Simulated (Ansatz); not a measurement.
Level of theory: frozen-core CCSD(T)/def2-TZVPP // PBE0-D3(BJ)/def2-TZVP run with Ansatz (an electronic-structure program).

Ansatz 0.2 input:
```yaml
crystal:
  periodic: [false, false, false]
  atoms:
    - { symbol: N, position_ang: [-1.628193, 0.529125, 0.161684] }
    - { symbol: In, position_ang: [0.01479, 0.145085, 1.363615] }
    - { symbol: N, position_ang: [1.61169, -0.550588, 0.242363] }
    - { symbol: H, position_ang: [-1.838716, -0.239715, -0.467314] }
    - { symbol: H, position_ang: [-2.480301, 0.750237, 0.66248] }
    - { symbol: H, position_ang: [2.483464, -0.638429, 0.750409] }
    - { symbol: H, position_ang: [1.794889, 0.025379, -0.573608] }
basis:
  gaussian: { orbitals: def2-TZVPP }
correlation:
  method: ccsd_t
magnetization:
  spin_polarized: true
  initial_magnetization: 1
```

Output:

```
Functional definition: HF
1183 factors; integrals over basis functions are off by at most 9.2e-4 eV
mean field evaluation 1: about -8170.1407 eV, gradient 3.7e1 eV
mean field evaluation 2: about -8170.1431 eV, gradient 3.7e1 eV
mean field evaluation 4: about -8176.2676 eV, gradient 2.7e0 eV
mean field evaluation 8: about -8176.4150 eV, gradient 1.8e-1 eV
mean field evaluation 16: about -8173.2806 eV, gradient 2.7e1 eV
mean field evaluation 32: about -8172.8048 eV, gradient 1.5e0 eV
mean field evaluation 64: about -8173.1793 eV, gradient 3.1e-1 eV
mean field evaluation 96: about -8172.7571 eV, gradient 1.0e-1 eV
mean field -8176.41651351 eV, -300.4777646974 hartree, gradient 2.4e-6 eV, S^2 0.767184; 1 other end points of the search recorded, 0 dependent functions left out
determinant -8176.41651351 eV, -300.4777646974 hartree, with singles and doubles -8196.06216077 eV, -301.1997289178 hartree
determinant -8173.18300424 eV, -300.3589354234 hartree, with singles and doubles -8192.89007560 eV, -301.0831569380 hartree
6 core orbitals not correlated
reference -8176.41651351 eV, -300.4777646974 hartree; 14, 13 occupied and 148, 149 virtual orbitals, 1183 factors
second order -19.30947835 eV of doubles, -0.00000000 eV of singles
cycle   1  -19.49835296 eV  change   -9.4e-1 eV  update   2.7e-2
cycle   2  -19.53571136 eV  change   -3.7e-2 eV  update   7.9e-3
cycle   3  -19.53629978 eV  change   -5.9e-4 eV  update   5.0e-3
cycle   4  -19.53729755 eV  change   -1.0e-3 eV  update   2.6e-3
cycle   5  -19.53912934 eV  change   -1.8e-3 eV  update   1.5e-3
cycle   6  -19.53982691 eV  change   -7.0e-4 eV  update   7.4e-4
cycle   7  -19.53985198 eV  change   -2.5e-5 eV  update   3.5e-4
cycle   8  -19.53997352 eV  change   -1.2e-4 eV  update   1.5e-4
cycle   9  -19.53989921 eV  change    7.4e-5 eV  update   6.1e-5
cycle  10  -19.53987065 eV  change    2.9e-5 eV  update   2.2e-5
perturbative correction -0.73238614 eV, -0.0269146943 hartree
Total energy: -8196.68877030 eV, -301.2227563934 hartree
```

Cost: very roughly 10 core-minutes.
